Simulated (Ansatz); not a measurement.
Ideal-gas functions of CH₅BSSi, SMILES `BC1[SiH2]S1` at 500 K and 1 bar, from an Ansatz frequency run at PBE0-D4/def2-TZVP.

Molar mass 88.02 g/mol, point group C1 (symmetry number 1), electronic degeneracy 1, moments of inertia 81.089, 105.93, 161.315 u Å². Harmonic wavenumbers (cm⁻¹, unscaled): 136, 299, 398, 490, 544, 557, 588, 669, 712, 862, 949, 955, 990, 1089, 1180, 1275, 2265, 2284, 2574, 2658, 3151.

Use S(trans) = R[1.5 ln M + 2.5 ln T − 1.1517]; rotational temperatures θ = 24.2544 K / I; S(rot) = R[ln(√π/σ · √(T³/θAθBθC)) + 1.5]; for each mode x = 1.438777 ν̃/T, S = R[x/(eˣ − 1) − ln(1 − e⁻ˣ)] and H = RT x/(eˣ − 1); 1 cm⁻¹ = 0.0119627 kJ/mol; R = 8.31446 J/(mol·K).

**Question.** By hand: the entropy, in J/(mol·K).

**Answer.** Translation 175.4. Rotation: θ = 0.2991, 0.229, 0.1504 K, giving 113.8. Vibration, mode by mode: 16.17, 9.82, 7.63, 6.11, 5.39, 5.23, 4.87, 4.04, 3.67, 2.61, 2.14, 2.11, 1.95, 1.56, 1.26, 1.01, 0.09, 0.09, 0.04, 0.03, 0.01, in all 75.8. Electronic 0.0. Sum 365.0 J/(mol·K).

**Question.** By hand: H − E and G − E in kJ/mol, counted from the electronic energy.

**Answer.** Zero-point energy ½ × 24625 × 0.0119627 = 147.3; thermal vibration 22.6; translation, rotation and pV give 4 RT = 16.6. H − E = 186.5 kJ/mol, and G − E = 186.5 − 500 × 365.0/1000 = 4.0 kJ/mol.

Vibration gives 21 % of the entropy, 16.2 J/(mol·K) of it from the mode under 150 cm⁻¹: soft modes count most, and the harmonic formula is weakest for them. The sum counts one conformer and one mirror image; others add a mixing term.
